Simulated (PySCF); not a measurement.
Computed with TPSSh-D3(BJ)/def2-TZVP // CAM-B3LYP-D3(BJ)/def2-TZVP (PySCF). Gas-phase values, no solvent. Excitations are Tamm–Dancoff values on a coarser integration grid. The basis has no diffuse functions, so Rydberg states are missing or too high.

Reference species (SMILES): `B=NB` (neutral, multiplicity 1).

T1 excitation (TDA): 4.10 eV
S1 excitation (TDA): 4.44 eV

Changed species: `B=BN`.

Task: What does the change do to the T1 excitation (TDA) and S1 excitation (TDA)?

Result: the T1 excitation (TDA) drops by 0.48 eV, to 3.62 eV; the S1 excitation (TDA) falls by 3.85 eV, to 0.59 eV.
